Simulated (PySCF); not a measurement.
Stepwise substitution at one centre (In H-CH3). All species are isolated molecules in the gas phase. Strings in code marks are SMILES.

Calculation: PySCF with B3LYP-D3(BJ)/def2-TZVP // PBE0-D4/def2-TZVP. All candidates: neutral, multiplicity 1. B3LYP has the VWN-RPA correlation part, as in Gaussian. Excitations are Tamm–Dancoff values on a coarser integration grid. The basis has no diffuse functions, so Rydberg states are missing or too high.

```yaml
brightest of the four lowest singlets (TDA): 6.33 eV
HOMO–LUMO gap: 5.48 eV
S1 excitation (TDA): 4.41 eV
```

Question: Identify which member has these values.
A) `[CH3][InH2]`
B) `[CH3][InH][CH3]`
C) `[CH3][In]([CH3])[CH3]`

Answer: B, `[CH3][InH][CH3]`. The others give `[CH3][In]([CH3])[CH3]`: 6.08 eV, 5.64 eV, 4.57 eV; `[CH3][InH2]`: 6.75 eV, 5.52 eV, 4.44 eV
